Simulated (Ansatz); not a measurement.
This triplet is an excited state, 2.28 eV above the relaxed singlet at the level frozen-core CCSD(T)/cc-pVTZ // B3LYP-D3(BJ)/def2-TZVP (Ansatz, an electronic-structure program).

Method: Ansatz with B3LYP-D3(BJ)/def2-TZVP. No frequencies were computed at this level.

Ansatz 0.2 input:
```yaml
crystal:
  periodic: [false, false, false]
  atoms:
    - { symbol: S, position_ang: [-1.288897, -0.382561, 0.333364] }
    - { symbol: Ge, position_ang: [0.543451, 0.970275, 0.468217] }
    - { symbol: Cl, position_ang: [2.367273, -0.225072, 0.175909] }
    - { symbol: H, position_ang: [-1.621826, -0.362641, -0.977491] }
basis:
  gaussian: { orbitals: def2-tzvp }
hamiltonian:
  xc: b3lyp
  dispersion: d3bj
relax:
  max_steps: 150
magnetization:
  spin_polarized: true
  initial_magnetization: 2
```

Output:

```
Functional definition: B3LYP
967 factors; their error is unknown
mean field evaluation 1: about -79893.6693 eV, gradient 1.6e1 eV
mean field evaluation 2: about -79891.7864 eV, gradient 2.6e1 eV
mean field evaluation 4: about -79894.7716 eV, gradient 1.4e0 eV
mean field evaluation 8: about -79894.7869 eV, gradient 6.6e-2 eV
mean field evaluation 16: about -79895.0497 eV, gradient 5.8e-4 eV
mean field -79895.04973033 eV, -2936.0889227798 hartree, gradient 3.0e-5 eV, S^2 2.006342; 2 other end points of the search recorded, 0 dependent functions left out
reference -79895.04995398 eV, -2936.0889309988 hartree; 34, 32 occupied and 94, 96 virtual orbitals, 967 factors
relax step   1: F+E_penalty+E_count = -79895.27094640 eV  Δ(F+E_penalty+E_count) = +0.000e0 eV  max|allowed force component| = 4.282e-1 eV/Å  Δτ_max = 0.0000 Å  (48 SCF iters, accepted)
these checks for a lower state are left out or cut short: starts, cluster_reference, orbital_swaps, neighbouring_geometries, increment
967 factors; their error is unknown
mean field evaluation 32: about -79895.0536 eV, gradient 7.9e-6 eV
mean field -79895.05364201 eV, -2936.0890665315 hartree, gradient 7.9e-6 eV, S^2 2.005800; 0 other end points of the search recorded, 0 dependent functions left out
reference -79895.05386753 eV, -2936.0890748193 hartree; 34, 32 occupied and 94, 96 virtual orbitals, 967 factors
relax step   2: F+E_penalty+E_count = -79895.27302543 eV  Δ(F+E_penalty+E_count) = -2.079e-3 eV  max|allowed force component| = 1.040e0 eV/Å  Δτ_max = 0.1773 Å  (41 SCF iters, accepted)
these checks for a lower state are left out or cut short: starts, cluster_reference, orbital_swaps, neighbouring_geometries, increment
967 factors; their error is unknown
mean field -79895.10293495 eV, -2936.0908780136 hartree, gradient 1.6e-5 eV, S^2 2.005846; 0 other end points of the search recorded, 0 dependent functions left out
reference -79895.10315960 eV, -2936.0908862693 hartree; 34, 32 occupied and 94, 96 virtual orbitals, 967 factors
relax step   3: F+E_penalty+E_count = -79895.32087516 eV  Δ(F+E_penalty+E_count) = -4.785e-2 eV  max|allowed force component| = 3.696e-1 eV/Å  Δτ_max = 0.1071 Å  (36 SCF iters, accepted)
these checks for a lower state are left out or cut short: starts, cluster_reference, orbital_swaps, neighbouring_geometries, increment
967 factors; their error is unknown
mean field -79895.10772461 eV, -2936.0910540303 hartree, gradient 2.0e-5 eV, S^2 2.005426; 0 other end points of the search recorded, 0 dependent functions left out
reference -79895.10794949 eV, -2936.0910622944 hartree; 34, 32 occupied and 94, 96 virtual orbitals, 967 factors
relax step   4: F+E_penalty+E_count = -79895.32544461 eV  Δ(F+E_penalty+E_count) = -4.569e-3 eV  max|allowed force component| = 2.034e-1 eV/Å  Δτ_max = 0.0409 Å  (36 SCF iters, accepted)
these checks for a lower state are left out or cut short: starts, cluster_reference, orbital_swaps, neighbouring_geometries, increment
967 factors; their error is unknown
mean field -79895.10970510 eV, -2936.0911268121 hartree, gradient 2.7e-5 eV, S^2 2.005565; 0 other end points of the search recorded, 0 dependent functions left out
reference -79895.10993043 eV, -2936.0911350927 hartree; 34, 32 occupied and 94, 96 virtual orbitals, 967 factors
relax step   5: F+E_penalty+E_count = -79895.32690847 eV  Δ(F+E_penalty+E_count) = -1.464e-3 eV  max|allowed force component| = 8.801e-2 eV/Å  Δτ_max = 0.0744 Å  (35 SCF iters, accepted)
these checks for a lower state are left out or cut short: starts, cluster_reference, orbital_swaps, neighbouring_geometries, increment
967 factors; their error is unknown
mean field -79895.10614169 eV, -2936.0909958590 hartree, gradient 1.9e-5 eV, S^2 2.005580; 0 other end points of the search recorded, 0 dependent functions left out
reference -79895.10636656 eV, -2936.0910041230 hartree; 34, 32 occupied and 94, 96 virtual orbitals, 967 factors
relax step   6: F+E_penalty+E_count = -79895.32235081 eV  Δ(F+E_penalty+E_count) = +4.558e-3 eV  max|allowed force component| = 1.084e-1 eV/Å  Δτ_max = 0.1006 Å  (34 SCF iters, rejected (line search))
these checks for a lower state are left out or cut short: starts, cluster_reference, orbital_swaps, neighbouring_geometries, increment
967 factors; their error is unknown
mean field evaluation 64: about -79895.1128 eV, gradient 9.0e-2 eV
mean field -79895.11280639 eV, -2936.0912407824 hartree, gradient 2.0e-5 eV, S^2 2.005640; 0 other end points of the search recorded, 0 dependent functions left out
reference -79895.11303190 eV, -2936.0912490698 hartree; 34, 32 occupied and 94, 96 virtual orbitals, 967 factors
relax step   7: F+E_penalty+E_count = -79895.32914959 eV  Δ(F+E_penalty+E_count) = -2.241e-3 eV  max|allowed force component| = 1.735e-2 eV/Å  Δτ_max = 0.0443 Å  (36 SCF iters, accepted)
these checks for a lower state are left out or cut short: starts, cluster_reference, orbital_swaps, neighbouring_geometries, increment
967 factors; their error is unknown
mean field -79895.11265812 eV, -2936.0912353337 hartree, gradient 1.7e-5 eV, S^2 2.005633; 0 other end points of the search recorded, 0 dependent functions left out
reference -79895.11288362 eV, -2936.0912436207 hartree; 34, 32 occupied and 94, 96 virtual orbitals, 967 factors
relax step   8: F+E_penalty+E_count = -79895.32938543 eV  Δ(F+E_penalty+E_count) = -2.358e-4 eV  max|allowed force component| = 1.043e-2 eV/Å  Δτ_max = 0.0100 Å  (34 SCF iters, accepted)
these checks for a lower state are left out or cut short: starts, cluster_reference, orbital_swaps, neighbouring_geometries, increment
967 factors; their error is unknown
mean field -79895.11267745 eV, -2936.0912360437 hartree, gradient 3.4e-5 eV, S^2 2.005632; 0 other end points of the search recorded, 0 dependent functions left out
reference -79895.11290294 eV, -2936.0912443305 hartree; 34, 32 occupied and 94, 96 virtual orbitals, 967 factors
relax step   9: F+E_penalty+E_count = -79895.32938849 eV  Δ(F+E_penalty+E_count) = -3.063e-6 eV  max|allowed force component| = 2.170e-3 eV/Å  Δτ_max = 0.0006 Å  (25 SCF iters, accepted)
967 factors; their error is unknown
mean field evaluation 96: about -79895.1127 eV, gradient 7.5e-4 eV
mean field -79895.11267745 eV, -2936.0912360437 hartree, gradient 3.4e-5 eV, S^2 2.005632; 1 other end points of the search recorded, 0 dependent functions left out
reference -79895.11290294 eV, -2936.0912443305 hartree; 34, 32 occupied and 94, 96 virtual orbitals, 967 factors
Total energy: -79895.32961398 eV, -2936.0992083145 hartree
Atom 0 at    -1.368119    -0.371923     0.362717 Å, force    -0.000358     0.000093    -0.002170 eV/Å
Atom 1 at     0.521132     0.847416     0.397255 Å, force    -0.000164     0.000143     0.000044 eV/Å
Atom 2 at     2.460925    -0.164770     0.203141 Å, force     0.000075    -0.000119    -0.000042 eV/Å
Atom 3 at    -1.613937    -0.310722    -0.963115 Å, force     0.000446    -0.000117     0.002167 eV/Å
Dipole moment:    -0.308835     0.131398    -0.151540 e Å
```

Cost: about 40 core-seconds (a rough figure).
